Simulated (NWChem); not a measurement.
System: CH₃ClO₃Si; SMILES O=C(O)[Si@H](O)Cl

Here is an NWChem input.

```
start job
memory heap 200 mb stack 900 mb global 1100 mb
geometry units angstroms noautosym nocenter noautoz
  O     -0.540786    -1.925510    -0.791432
  C      0.167995    -1.318502    -0.023083
  O      1.334422    -1.781738     0.417422
  Si    -0.395440     0.419040     0.574486
  O     -1.960254     0.470857     0.072080
  Cl     0.801397     1.798405    -0.381995
  H      1.479066    -2.652214     0.004754
  H     -0.300444     0.650984     2.030911
  H     -2.138191    -0.205253    -0.598678
end
basis spherical
  * library def2-svp
end
dft
  xc b3lyp
  iterations 150
end
cosmo
  do_cosmo_smd true
  solvent meg
end
task dft energy
```

Output (shortened):

```
             Northwest Computational Chemistry Package (NWChem) 7.3.0
             --------------------------------------------------------

                             Geometry "geometry" -> ""
                             -------------------------

 Output coordinates in angstroms (scale by  1.889725989 to convert to a.u.)

  No.       Tag          Charge          X              Y              Z
 ---- ---------------- ---------- -------------- -------------- --------------
    1 O                    8.0000    -0.54078600    -1.92551000    -0.79143200
    2 C                    6.0000     0.16799500    -1.31850200    -0.02308300
    3 O                    8.0000     1.33442200    -1.78173800     0.41742200
    4 Si                  14.0000    -0.39544000     0.41904000     0.57448600
    5 O                    8.0000    -1.96025400     0.47085700     0.07208000
    6 Cl                  17.0000     0.80139700     1.79840500    -0.38199500
    7 H                    1.0000     1.47906600    -2.65221400     0.00475400
    8 H                    1.0000    -0.30044400     0.65098400     2.03091100
    9 H                    1.0000    -2.13819100    -0.20525300    -0.59867800

 Effective nuclear repulsion energy (a.u.)     366.0962749717

                                 NWChem DFT Module
                                 -----------------

 Summary of "ao basis" -> "ao basis" (spherical)
 ------------------------------------------------------------------------------
       Tag                 Description            Shells   Functions and Types
 ---------------- ------------------------------  ------  ---------------------
 O                          def2-svp                 6       14   3s2p1d
 C                          def2-svp                 6       14   3s2p1d
 Si                         def2-svp                 8       18   4s3p1d
 Cl                         def2-svp                 8       18   4s3p1d
 H                          def2-svp                 3        5   2s1p

 in cosmo_initialize ...
 calling solv_data for solv:meg

 solvent parameters
 solvname_short: meg
 solvname_long:  1,2-ethanediol
 dielec:       40.2450
 dielecinf:     2.0501
 nonaqueous SMD model solvent descriptors
 dielec:       40.2450
 sola:          0.5800
 solb:          0.7800
 solc:          0.0000
 solg:         69.0700
 solh:          0.0000
 soln:          1.4318

          ---------------
          -cosmo- solvent
          ---------------
 Cosmo: York-Karplus, doi: 10.1021/jp992097l
 dielectric constant -eps-     =  40.24
 screen = (eps-1)/(eps    )    =   0.97515
 surface charge correction     = lagrangian

   van der Waals surface
 --------------------------

 ---------- ATOMIC COORDINATES (A.U.) ------------ VDWR(ANG.) --
     1   -1.02193736   -3.63868629   -1.49558962     1.520
     2    0.31746452   -2.49160750   -0.04362054     1.850
     3    2.52169193   -3.36699660    0.78881320     1.520
     4   -0.74727324    0.79187078    1.08562112     2.470
     5   -3.70434293    0.88979071    0.13621145     1.520
     6    1.51442074    3.39849267   -0.72186588     2.380
     7    2.79502946   -5.01195772    0.00898376     1.200
     8   -0.56775683    1.23018138    3.83786530     1.200
     9   -4.04059510   -0.38787193   -1.13133738     1.200
 number of segments per atom =        128
 number of   points per atom =        128
 atom (   nspa,  nppa )
 ----------------------
    1 (     69,     0 )       0
    2 (     33,     0 )       0
    3 (     59,     0 )       0
    4 (     60,     0 )       0
    5 (     44,     0 )       0
    6 (     93,     0 )       0
    7 (     64,     0 )       0
    8 (     31,     0 )       0
    9 (     56,     0 )       0
 number of -cosmo- surface points =      509
 molecular surface =    137.175 angstrom**2
 molecular volume  =    127.104 angstrom**3
 -lineq- algorithm             =   0
 -bem- low  level              =   3
 -bem- from -octahedral-
 gaussian surface charge width =   4.50000
 degree of switching           =   1.00000
 switching function tolerance  =   0.00010
 atomic radii =
 --------------
    1  8.000  1.520
    2  6.000  1.850
    3  8.000  1.520
    4 14.000  2.470
    5  8.000  1.520
    6 17.000  2.380
    7  1.000  1.200
    8  1.000  1.200
    9  1.000  1.200
 ...... end of -cosmo- initialization ......

[...]

                                COSMO-SMD solvation results
                                ---------------------------

             internal energy in gas <Psi(g)|H|Psi(g)> =     -1014.975055783745
         internal energy in solvent <Psi(s)|H|Psi(s)> =     -1014.973040267198
                               delta internal energy  =         0.002015516547 (    1.26 kcal/mol)
   total free energy in solvent <Psi(s)|H+V/2|Psi(s)> =     -1014.991961564127
 polarization energy contribution <Psi(s)|V/2|Psi(s)> =        -0.018921296929 (  -11.87 kcal/mol)
    total free energy in solvent including G(SMD-CDS) =     -1014.982413682148
                       G(SMD-CDS) energy contribution =         0.009547881978 (    5.99 kcal/mol)
     1 M fixed-concentration free energy of solvation =        -0.007357898404 (   -4.62 kcal/mol)

                       DFT Final Molecular Orbital Analysis
                       ------------------------------------

 Vector   30  Occ=2.000000D+00  E=-3.340630D-01
              MO Center= -4.1D-02,  7.3D-01, -3.7D-02, r^2= 4.3D+00
   Bfn.  Coefficient  Atom+Function         Bfn.  Coefficient  Atom+Function
  ----- ------------  ---------------      ----- ------------  ---------------
    87      0.406331  6 Cl pz                84      0.306395  6 Cl pz
    66      0.235024  5 O  pz                81      0.177621  6 Cl pz
     5      0.175499  1 O  py                65     -0.176279  5 O  py
    98     -0.174661  8 H  s                 69      0.168713  5 O  pz
    85     -0.153949  6 Cl px                99     -0.151039  8 H  s

 Vector   31  Occ=2.000000D+00  E=-3.309972D-01
              MO Center=  7.1D-02,  1.4D+00, -2.1D-01, r^2= 3.0D+00
   Bfn.  Coefficient  Atom+Function         Bfn.  Coefficient  Atom+Function
  ----- ------------  ---------------      ----- ------------  ---------------
    85      0.427664  6 Cl px                87      0.347901  6 Cl pz
    82      0.317014  6 Cl px                84      0.262581  6 Cl pz
    66     -0.210847  5 O  pz                65      0.195963  5 O  py
    79      0.184179  6 Cl px                64      0.158298  5 O  px
    69     -0.157985  5 O  pz                81      0.152387  6 Cl pz

 Vector   32  Occ=2.000000D+00  E=-2.857432D-01
              MO Center= -1.2D-01, -1.1D+00, -2.7D-01, r^2= 3.4D+00
   Bfn.  Coefficient  Atom+Function         Bfn.  Coefficient  Atom+Function
  ----- ------------  ---------------      ----- ------------  ---------------
     5      0.394185  1 O  py                 8      0.293525  1 O  py
     4     -0.287077  1 O  px                 7     -0.224873  1 O  px
    86     -0.216998  6 Cl py                19     -0.177083  2 C  py
    32     -0.177563  3 O  px                17     -0.171217  2 C  s
    51      0.166765  4 Si py                31      0.165614  3 O  s

 Vector   33  Occ=0.000000D+00  E=-3.767764D-02
              MO Center= -4.7D-03, -1.0D+00,  5.5D-03, r^2= 2.7D+00
   Bfn.  Coefficient  Atom+Function         Bfn.  Coefficient  Atom+Function
  ----- ------------  ---------------      ----- ------------  ---------------
    20      0.360667  2 C  pz                23      0.330141  2 C  pz
     9     -0.284094  1 O  pz                54     -0.278027  4 Si py
     6     -0.273424  1 O  pz                22     -0.219878  2 C  py
    55      0.218381  4 Si pz                18     -0.216910  2 C  px
    19     -0.197232  2 C  py                86     -0.196671  6 Cl py

 Vector   34  Occ=0.000000D+00  E= 2.847031D-02
              MO Center= -6.0D-01,  5.0D-01,  4.4D-01, r^2= 4.1D+00
   Bfn.  Coefficient  Atom+Function         Bfn.  Coefficient  Atom+Function
  ----- ------------  ---------------      ----- ------------  ---------------
    53      0.850130  4 Si px                63      0.704927  5 O  s
    17     -0.664755  2 C  s                 54     -0.596267  4 Si py
   104     -0.378189  9 H  s                 85     -0.254449  6 Cl px
    50      0.195015  4 Si px                62      0.177495  5 O  s
    45     -0.175261  4 Si s                  3      0.173182  1 O  s

 Vector   35  Occ=0.000000D+00  E= 5.112299D-02
              MO Center= -3.1D-02,  6.4D-01,  8.0D-01, r^2= 3.8D+00
   Bfn.  Coefficient  Atom+Function         Bfn.  Coefficient  Atom+Function
  ----- ------------  ---------------      ----- ------------  ---------------
    99      1.012763  8 H  s                 53     -0.672636  4 Si px
    45     -0.654100  4 Si s                 54     -0.656979  4 Si py
    46     -0.596279  4 Si s                 78      0.454725  6 Cl s
    55     -0.449669  4 Si pz                87      0.397655  6 Cl pz
   104     -0.320599  9 H  s                 86     -0.288692  6 Cl py

     Multipole analysis of the density
     ---------------------------------

     L   x y z        total         alpha         beta         nuclear
     -   - - -        -----         -----         ----         -------
     0   0 0 0     -0.000000    -32.000000    -32.000000     64.000000

     1   1 0 0      0.491146      1.376530      1.376530     -2.261915
     1   0 1 0     -0.871263     -0.842699     -0.842699      0.814136
     1   0 0 1      0.262775     -0.276735     -0.276735      0.816244

     2   2 0 0    -36.292637   -138.584331   -138.584331    240.876025
     2   1 1 0     -2.743416      0.238459      0.238459     -3.220333
     2   1 0 1     -0.169860      1.667095      1.667095     -3.504051
     2   0 2 0    -34.050403   -253.077317   -253.077317    472.104232
     2   0 1 1     -0.667619     -0.011420     -0.011420     -0.644779
     2   0 0 2    -35.318248    -49.858993    -49.858993     64.399738
```

Level: B3LYP/def2-SVP, SMD on the gas-phase geometry. The geometry was optimised at PBE0/def2-SVP. B3LYP is NWChem's, with the RPA form of VWN correlation. Solvent: ethylene glycol.
